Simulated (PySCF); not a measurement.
# A scan of MgPb⁺ with bad points

PBE; PySCF, scalar-relativistic core potentials, basis sets Mg def2-SVP, Pb def2-SVP with ECP60; doublet, unpaired electrons π ↑ requested.

```json
{"R (Å)": "2.604", "E (eV)": "0.355", "⟨S²⟩": "0.76", "⟨Lz²⟩": "1.00", "μ (D)": "-6.55"}
{"R (Å)": "2.725", "E (eV)": "0.157", "⟨S²⟩": "0.76", "⟨Lz²⟩": "1.00", "μ (D)": "-6.73"}
{"R (Å)": "2.846", "E (eV)": "0.049", "⟨S²⟩": "0.76", "⟨Lz²⟩": "1.00", "μ (D)": "-6.89"}
{"R (Å)": "2.937", "E (eV)": "0.011", "⟨S²⟩": "0.76", "⟨Lz²⟩": "1.00", "μ (D)": "-6.98"}
{"R (Å)": "3.028", "E (eV)": "0.000", "⟨S²⟩": "0.76", "⟨Lz²⟩": "1.00", "μ (D)": "-7.06"}
{"R (Å)": "3.119", "E (eV)": "8.700", "⟨S²⟩": "1.75", "⟨Lz²⟩": "4.99", "μ (D)": "-4.64"}
{"R (Å)": "3.240", "E (eV)": "0.043", "⟨S²⟩": "0.76", "⟨Lz²⟩": "1.00", "μ (D)": "-7.20"}
{"R (Å)": "3.391", "E (eV)": "0.110", "⟨S²⟩": "0.77", "⟨Lz²⟩": "1.00", "μ (D)": "-7.25"}
{"R (Å)": "3.573", "E (eV)": "0.208", "⟨S²⟩": "0.77", "⟨Lz²⟩": "1.00", "μ (D)": "-7.28"}
{"R (Å)": "3.815", "E (eV)": "0.349", "⟨S²⟩": "0.78", "⟨Lz²⟩": "1.00", "μ (D)": "-7.28"}
```

The run flagged 3.119 Å: there the SCF either missed its threshold or ended in another occupation than the one requested, so the fit leaves that out.
